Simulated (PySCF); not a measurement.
Computed shifts of a molecule CH11NOSi3, HF/pcSseg-1 (PySCF), GIAO, gas phase, atoms alike by connectivity averaged where their shifts nearly agree, in ppm (number of nuclei): ¹⁵N: 20.4 (1). ²⁹Si: -35.3 (1), -56.8 (2). ¹³C: 37.6 (1). ¹H: 4.28 (2), 4.10 (6), 2.93 (1), 1.46 (2). References: ¹⁵N against NH3 (σ = 267.3 ppm); ²⁹Si against TMS (σ = 393.8 ppm); ¹⁷O against H2O (σ = 333.0 ppm); ¹³C against TMS (σ = 192.6 ppm); ¹H against TMS (σ = 31.99 ppm), references at their B3LYP-D3(BJ)/def2-TZVP geometries, non-relativistic. Coordinates come from a PBE0-D3(BJ)/def2-SVP optimisation. One conformer was computed; it need not be the lowest.

Q: Which molecule gave these data?
A. N[SiH2]OC([SiH3])[SiH3]
B. C[SiH2][SiH2]O[SiH2]N
C. CO[SiH2][SiH2]N[SiH3]
D. CN[Si@@H](O)[SiH2][SiH3]

A: A, N[SiH2]OC([SiH3])[SiH3]
